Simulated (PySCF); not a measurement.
A side-by-side comparison of computed properties.

First species: BH6NOSi.
Structure used (PBE0-D3(BJ)/def2-SVP), in Å, numbered top down from 1:
```xyz
10
BH6NOSi angstrom
N     -1.7910   -0.0255   -0.1443
B     -0.8282   -1.0227    0.0632
O      0.4841   -0.7453    0.3482
Si     1.4873    0.5616    0.5342
H     -2.7547   -0.2519   -0.3437
H     -1.6045    0.9675   -0.0911
H     -1.1605   -2.1856   -0.0104
H      2.3425    0.7150   -0.6781
H      2.3482    0.3376    1.7287
H      0.7029    1.8236    0.7309
```

Second species: C6H5ClO2S.
InChI=1S/C6H5ClO2S/c7-10(8,9)6-4-2-1-3-5-6/h1-5H

Levels: B3LYP/def2-SVPD for dipole moment, HOMO energy, LUMO energy, HOMO–LUMO gap, static isotropic polarisability and electronic spatial extent ⟨r²⟩ about the centre of nuclear charge; TDDFT B3LYP/def2-SVPD for lowest singlet excitation; PBE0-D3(BJ)/def2-SVP for rotational constant A and rotational constant C. Geometries: PBE0-D3(BJ)/def2-SVP. Each species is one conformer at its optimised geometry, gas phase, non-relativistic unless stated; the electronic structure was computed with PySCF and density fitting.

The conformers computed, where there is a choice (atom-mapped SMILES and torsion angles):
- `[NH2:1][BH:2][O:3][SiH3:4]`: N1–B2–O3–Si4 -2°, H–N1–B2–O3 -179°, H–N1–B2–O3 -1°
- `[O:1]=[S:2](=[O:3])([Cl:4])[c:5]1[cH:6][cH:7][cH:8][cH:9][cH:10]1`: O1–S2–C5–C6 21°

```tsv
property	column X	column Y
dipole moment	5.29 D	1.95 D
HOMO energy	-8.14 eV	-7.84 eV
LUMO energy	-2.59 eV	-0.12 eV
HOMO–LUMO gap	5.55 eV	7.72 eV
lowest singlet excitation	4.80 eV	6.71 eV
static isotropic polarisability	111.3 au	54.8 au
electronic spatial extent ⟨r²⟩ about the centre of nuclear charge	1824 bohr²	467 bohr²
rotational constant A	1.906 GHz	16.333 GHz
rotational constant C	0.668 GHz	2.768 GHz
```

Problem. Which column belongs to which species?

Solution. Column X is the second species and column Y the first. The first has 10 atoms and 40 electrons, the second 15 and 90.

Problem. How does each property change from the first species to the second?

Solution. dipole moment +3.34 D; HOMO energy -0.30 eV; LUMO energy -2.47 eV; HOMO–LUMO gap -2.17 eV; lowest singlet excitation -1.91 eV; static isotropic polarisability +56.5 au; electronic spatial extent ⟨r²⟩ about the centre of nuclear charge +1357 bohr²; rotational constant A -14.427 GHz; rotational constant C -2.100 GHz.

On the first: The polarisability is 8.13 Å³ as a volume (1 au = 0.148185 Å³), or 1.37 au for each of the 40 electrons. In atomic units the dipole is 0.77 e·bohr (1 au = 2.5417 D).

On the second: The dipole matches unit charges of opposite sign 1.10 Å apart (1 e·Å = 4.8032 D). No computed singlet falls in the visible range (750 to 380 nm, 1.65 to 3.26 eV); S1 lies 1.54 eV above its blue end.
